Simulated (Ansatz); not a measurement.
Ansatz (a program for electronic structure) input (B3LYP-D3(BJ)/def2-TZVP):

Ansatz 0.2 input:
```yaml
crystal:
  periodic: [false, false, false]
  atoms:
    - {symbol: C, position_ang: [1.89544576, -0.71084597, -0.76156033]}
    - {symbol: C, position_ang: [1.19551772, 0.65636782, -0.61573374]}
    - {symbol: C, position_ang: [-0.03363174, 0.62442671, 0.23195955]}
    - {symbol: C, position_ang: [0.11314075, 0.55209630, 1.71400645]}
    - {symbol: C, position_ang: [-1.37058373, 0.34430894, -0.37346568]}
    - {symbol: C, position_ang: [-1.83376190, -1.11993413, -0.23473310]}
    - {symbol: H, position_ang: [2.17427819, -1.11302371, 0.21408419]}
    - {symbol: H, position_ang: [2.80445185, -0.62047251, -1.36051361]}
    - {symbol: H, position_ang: [1.24194456, -1.43663787, -1.24804494]}
    - {symbol: H, position_ang: [1.91692186, 1.36172873, -0.18708954]}
    - {symbol: H, position_ang: [0.94674874, 1.02866343, -1.61420053]}
    - {symbol: H, position_ang: [0.95713903, 1.15352260, 2.06298984]}
    - {symbol: H, position_ang: [0.29509526, -0.47332882, 2.07141319]}
    - {symbol: H, position_ang: [-0.78916006, 0.90002156, 2.22452659]}
    - {symbol: H, position_ang: [-1.35975169, 0.61255806, -1.43365822]}
    - {symbol: H, position_ang: [-2.12725957, 0.98073184, 0.10301448]}
    - {symbol: H, position_ang: [-1.14595524, -1.79996674, -0.73966704]}
    - {symbol: H, position_ang: [-1.88512894, -1.41595303, 0.81451501]}
    - {symbol: H, position_ang: [-2.82608513, -1.25636162, -0.67020851]}
basis:
  gaussian:
    orbitals: def2-TZVP
hamiltonian:
  xc: b3lyp
  dispersion: d3bj
magnetization: {spin_polarized: true, initial_magnetization: 1}
phonons: {temperatures: {t_min: 298.15, t_max: 298.15, t_step: 100}}
```

Output:

```
Functional definition: B3LYP
integrals: 0.22 GiB planned
1652 factors; their error is unknown
0.38 GiB of the device are held for the grids
1.62 GiB of device memory are held for the factors and their scratch space
mean field: 2.00 GiB planned
mean field evaluation 1: about -6417.9715 eV, gradient 6.1e1 eV
mean field evaluation 2: about -6403.4617 eV, gradient 7.9e1 eV
mean field evaluation 4: about -6435.8070 eV, gradient 4.4e0 eV
mean field evaluation 8: about -6435.8955 eV, gradient 8.5e-2 eV
mean field evaluation 16: about -6435.8527 eV, gradient 7.6e-4 eV
mean field -6435.85274150 eV, -236.5132258724 hartree, gradient 8.6e-5 eV, S^2 0.754236; 0 other end points of the search recorded, 0 dependent functions left out
the calculation of the forces begins
reference -6435.85308151 eV, -236.5132383675 hartree; 25, 24 occupied and 239, 240 virtual orbitals, 1652 factors
these checks for a lower state are left out or cut short: stability, starts, cluster_reference, orbital_swaps, neighbouring_geometries, increment
integrals: 0.22 GiB planned
1652 factors; their error is unknown
0.38 GiB of the device are held for the grids
1.62 GiB of device memory are held for the factors and their scratch space
mean field: 2.00 GiB planned
mean field -6435.85266243 eV, -236.5132229665 hartree, gradient 2.0e-6 eV, S^2 0.754237; 0 other end points of the search recorded, 0 dependent functions left out
the calculation of the forces begins
reference -6435.85300237 eV, -236.5132354594 hartree; 25, 24 occupied and 239, 240 virtual orbitals, 1652 factors
these checks for a lower state are left out or cut short: stability, starts, cluster_reference, orbital_swaps, neighbouring_geometries, increment
integrals: 0.22 GiB planned
1652 factors; their error is unknown
0.38 GiB of the device are held for the grids
1.62 GiB of device memory are held for the factors and their scratch space
mean field: 2.00 GiB planned
mean field evaluation 32: about -6435.8525 eV, gradient 2.0e-6 eV
mean field -6435.85249661 eV, -236.5132168727 hartree, gradient 2.0e-6 eV, S^2 0.754235; 0 other end points of the search recorded, 0 dependent functions left out
the calculation of the forces begins
reference -6435.85283667 eV, -236.5132293700 hartree; 25, 24 occupied and 239, 240 virtual orbitals, 1652 factors
these checks for a lower state are left out or cut short: stability, starts, cluster_reference, orbital_swaps, neighbouring_geometries, increment
integrals: 0.22 GiB planned
1652 factors; their error is unknown
0.38 GiB of the device are held for the grids
1.62 GiB of device memory are held for the factors and their scratch space
mean field: 2.00 GiB planned
mean field -6435.85257400 eV, -236.5132197170 hartree, gradient 2.0e-6 eV, S^2 0.754233; 0 other end points of the search recorded, 0 dependent functions left out
the calculation of the forces begins
reference -6435.85291401 eV, -236.5132322121 hartree; 25, 24 occupied and 239, 240 virtual orbitals, 1652 factors
these checks for a lower state are left out or cut short: stability, starts, cluster_reference, orbital_swaps, neighbouring_geometries, increment
integrals: 0.22 GiB planned
1652 factors; their error is unknown
0.38 GiB of the device are held for the grids
1.62 GiB of device memory are held for the factors and their scratch space
mean field: 2.00 GiB planned
mean field -6435.85262867 eV, -236.5132217260 hartree, gradient 2.0e-6 eV, S^2 0.754238; 0 other end points of the search recorded, 0 dependent functions left out
[...]
1652 factors; their error is unknown
0.38 GiB of the device are held for the grids
1.62 GiB of device memory are held for the factors and their scratch space
mean field: 2.00 GiB planned
mean field -6435.85268503 eV, -236.5132237971 hartree, gradient 2.0e-6 eV, S^2 0.754236; 0 other end points of the search recorded, 0 dependent functions left out
the calculation of the forces begins
reference -6435.85302500 eV, -236.5132362910 hartree; 25, 24 occupied and 239, 240 virtual orbitals, 1652 factors
these checks for a lower state are left out or cut short: stability, starts, cluster_reference, orbital_swaps, neighbouring_geometries, increment
integrals: 0.22 GiB planned
1652 factors; their error is unknown
0.38 GiB of the device are held for the grids
1.62 GiB of device memory are held for the factors and their scratch space
mean field: 2.00 GiB planned
mean field -6435.85275524 eV, -236.5132263773 hartree, gradient 2.0e-6 eV, S^2 0.754236; 0 other end points of the search recorded, 0 dependent functions left out
the calculation of the forces begins
reference -6435.85309528 eV, -236.5132388735 hartree; 25, 24 occupied and 239, 240 virtual orbitals, 1652 factors
these checks for a lower state are left out or cut short: stability, starts, cluster_reference, orbital_swaps, neighbouring_geometries, increment
integrals: 0.22 GiB planned
1652 factors; their error is unknown
0.38 GiB of the device are held for the grids
1.62 GiB of device memory are held for the factors and their scratch space
mean field: 2.00 GiB planned
mean field -6435.85265177 eV, -236.5132225748 hartree, gradient 2.0e-6 eV, S^2 0.754236; 0 other end points of the search recorded, 0 dependent functions left out
the calculation of the forces begins
reference -6435.85299180 eV, -236.5132350709 hartree; 25, 24 occupied and 239, 240 virtual orbitals, 1652 factors
these checks for a lower state are left out or cut short: stability, starts, cluster_reference, orbital_swaps, neighbouring_geometries, increment
integrals: 0.22 GiB planned
1652 factors; their error is unknown
0.38 GiB of the device are held for the grids
1.62 GiB of device memory are held for the factors and their scratch space
mean field: 2.00 GiB planned
mean field evaluation 768: about -6435.8943 eV, gradient 4.9e-1 eV
mean field -6435.85263965 eV, -236.5132221297 hartree, gradient 2.0e-6 eV, S^2 0.754236; 0 other end points of the search recorded, 0 dependent functions left out
the calculation of the forces begins
reference -6435.85297963 eV, -236.5132346237 hartree; 25, 24 occupied and 239, 240 virtual orbitals, 1652 factors
these checks for a lower state are left out or cut short: stability, starts, cluster_reference, orbital_swaps, neighbouring_geometries, increment
integrals: 0.22 GiB planned
1652 factors; their error is unknown
0.38 GiB of the device are held for the grids
1.62 GiB of device memory are held for the factors and their scratch space
mean field: 2.00 GiB planned
mean field -6435.85262994 eV, -236.5132217729 hartree, gradient 2.0e-6 eV, S^2 0.754236; 0 other end points of the search recorded, 0 dependent functions left out
the calculation of the forces begins
reference -6435.85296990 eV, -236.5132342659 hartree; 25, 24 occupied and 239, 240 virtual orbitals, 1652 factors
these checks for a lower state are left out or cut short: stability, starts, cluster_reference, orbital_swaps, neighbouring_geometries, increment
integrals: 0.22 GiB planned
1652 factors; their error is unknown
0.38 GiB of the device are held for the grids
1.62 GiB of device memory are held for the factors and their scratch space
mean field: 2.00 GiB planned
mean field -6435.85268117 eV, -236.5132236554 hartree, gradient 2.0e-6 eV, S^2 0.754236; 0 other end points of the search recorded, 0 dependent functions left out
the calculation of the forces begins
reference -6435.85302123 eV, -236.5132361525 hartree; 25, 24 occupied and 239, 240 virtual orbitals, 1652 factors
these checks for a lower state are left out or cut short: stability, starts, cluster_reference, orbital_swaps, neighbouring_geometries, increment
integrals: 0.22 GiB planned
1652 factors; their error is unknown
0.38 GiB of the device are held for the grids
1.62 GiB of device memory are held for the factors and their scratch space
mean field: 2.00 GiB planned
mean field -6435.85270666 eV, -236.5132245921 hartree, gradient 2.0e-6 eV, S^2 0.754236; 0 other end points of the search recorded, 0 dependent functions left out
the calculation of the forces begins
reference -6435.85304665 eV, -236.5132370866 hartree; 25, 24 occupied and 239, 240 virtual orbitals, 1652 factors
these checks for a lower state are left out or cut short: stability, starts, cluster_reference, orbital_swaps, neighbouring_geometries, increment
integrals: 0.22 GiB planned
1652 factors; their error is unknown
0.38 GiB of the device are held for the grids
1.62 GiB of device memory are held for the factors and their scratch space
mean field: 2.00 GiB planned
mean field evaluation 800: about -6435.8527 eV, gradient 6.9e-3 eV
mean field -6435.85274380 eV, -236.5132259571 hartree, gradient 2.0e-6 eV, S^2 0.754236; 0 other end points of the search recorded, 0 dependent functions left out
the calculation of the forces begins
reference -6435.85308383 eV, -236.5132384527 hartree; 25, 24 occupied and 239, 240 virtual orbitals, 1652 factors
these checks for a lower state are left out or cut short: stability, starts, cluster_reference, orbital_swaps, neighbouring_geometries, increment
integrals: 0.22 GiB planned
1652 factors; their error is unknown
0.38 GiB of the device are held for the grids
1.62 GiB of device memory are held for the factors and their scratch space
mean field: 2.00 GiB planned
mean field -6435.85270652 eV, -236.5132245870 hartree, gradient 2.0e-6 eV, S^2 0.754236; 0 other end points of the search recorded, 0 dependent functions left out
the calculation of the forces begins
reference -6435.85304650 eV, -236.5132370809 hartree; 25, 24 occupied and 239, 240 virtual orbitals, 1652 factors
these checks for a lower state are left out or cut short: stability, starts, cluster_reference, orbital_swaps, neighbouring_geometries, increment
integrals: 0.22 GiB planned
1652 factors; their error is unknown
0.38 GiB of the device are held for the grids
1.62 GiB of device memory are held for the factors and their scratch space
mean field: 2.00 GiB planned
mean field -6435.85272028 eV, -236.5132250925 hartree, gradient 2.0e-6 eV, S^2 0.754236; 0 other end points of the search recorded, 0 dependent functions left out
the calculation of the forces begins
reference -6435.85306032 eV, -236.5132375888 hartree; 25, 24 occupied and 239, 240 virtual orbitals, 1652 factors
WARN: phonons: modes at or below zero, which the zero-point energy, F, S and C_V leave out: 1, the lowest at -5.96 cm⁻¹ …
Total energy: -6436.54035833 eV, -236.5384953247 hartree
Atom 0 at     1.895446    -0.710846    -0.761560 Å, force    -0.000137    -0.000107    -0.000087 eV/Å
Atom 1 at     1.195518     0.656368    -0.615734 Å, force    -0.000241     0.000004     0.000034 eV/Å
Atom 2 at    -0.033632     0.624427     0.231960 Å, force     0.000006     0.000067    -0.000362 eV/Å
Atom 3 at     0.113141     0.552096     1.714006 Å, force    -0.000121    -0.000124     0.000832 eV/Å
Atom 4 at    -1.370584     0.344309    -0.373466 Å, force     0.000765     0.000225     0.000289 eV/Å
Atom 5 at    -1.833762    -1.119934    -0.234733 Å, force    -0.000110    -0.000070    -0.000371 eV/Å
Atom 6 at     2.174278    -1.113024     0.214084 Å, force     0.000045     0.000242    -0.000127 eV/Å
Atom 7 at     2.804452    -0.620473    -1.360514 Å, force    -0.000043    -0.000028     0.000038 eV/Å
Atom 8 at     1.241945    -1.436638    -1.248045 Å, force     0.000058     0.000136     0.000247 eV/Å
Atom 9 at     1.916922     1.361729    -0.187090 Å, force    -0.000074    -0.000118    -0.000312 eV/Å
Atom 10 at     0.946749     1.028663    -1.614201 Å, force     0.000138    -0.000194     0.000292 eV/Å
Atom 11 at     0.957139     1.153523     2.062990 Å, force    -0.000197    -0.000064    -0.000145 eV/Å
Atom 12 at     0.295095    -0.473329     2.071413 Å, force     0.000089     0.000131     0.000008 eV/Å
Atom 13 at    -0.789160     0.900022     2.224527 Å, force     0.000202    -0.000079    -0.000444 eV/Å
Atom 14 at    -1.359752     0.612558    -1.433658 Å, force    -0.000396     0.000112     0.000158 eV/Å
Atom 15 at    -2.127260     0.980732     0.103014 Å, force     0.000135    -0.000190    -0.000150 eV/Å
Atom 16 at    -1.145955    -1.799967    -0.739667 Å, force     0.000008     0.000183     0.000111 eV/Å
Atom 17 at    -1.885129    -1.415953     0.814515 Å, force    -0.000147    -0.000091    -0.000059 eV/Å
Atom 18 at    -2.826085    -1.256362    -0.670209 Å, force     0.000023    -0.000035     0.000049 eV/Å
Dipole moment:     0.002998    -0.023925     0.000312 e Å
Vibrations: -5.96 68.14 118.62 158.16 219.71 230.29 281.53 396.46 421.00 487.64 715.11 782.29 798.16 903.03 954.52 988.16 995.19 1032.32 1046.57 1074.97 1084.01 1247.92 1250.29 1307.06 1341.31 1349.54 1356.89 1400.17 1403.26 1409.94 1469.97 1474.64 1486.09 1489.14 1496.17 1500.34 1503.10 1508.29 2943.76 2981.65 2994.96 3026.80 3028.00 3030.54 3034.18 3042.34 3070.99 3088.37 3090.63 3097.20 3102.08 cm⁻¹, zero-point energy 4.728852 eV
```

It need not be the lowest isomer of its formula.
